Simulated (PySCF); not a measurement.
# Electron correlation in Ge²⁺ (germanium, charge +2)

[Ar] 3d10 4s2, closed-shell 1S. All numbers are calculated (PySCF 2.14, no relativity, point nucleus, in def2-QZVPPD (12s7p5d4f1g, 95 functions)). Frozen: [Ar] 3d10; 2 electrons correlated.

With two correlated electrons CCSD is exact within the correlated space (frozen core and kept virtual orbitals).

| level | correlation energy (mhartree) |
| --- | --- |
| CCSD | -40.98 |

Diagnostics: T1 = 0.0052, D1 = 0.0074, largest double amplitude 0.105.

Cost of the coupled-cluster step: of the order of 2.9 core-seconds, for 2 correlated electrons.
